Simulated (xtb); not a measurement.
Li, doublet (GFN-xTB shapes and energies of metal compounds can be far from the true ones). Base run: GFN0-xTB (xtb 6.7.1).

Geometry (Å):
```xyz
1

Li     0.0000     0.0000     0.0000
```
Charge 0, spin multiplicity 2.
All else is at xtb's defaults.
Base energy -0.25714 Eh.

Each row names what was changed in the base input (with any setting that the change needs).

```csv
change,ΔE vs base (mEh)
base,0.000
acc = 0.1,0.000
file = coord,0.000
etemp = 10,0.000
etemp = 3000,-0.024
```
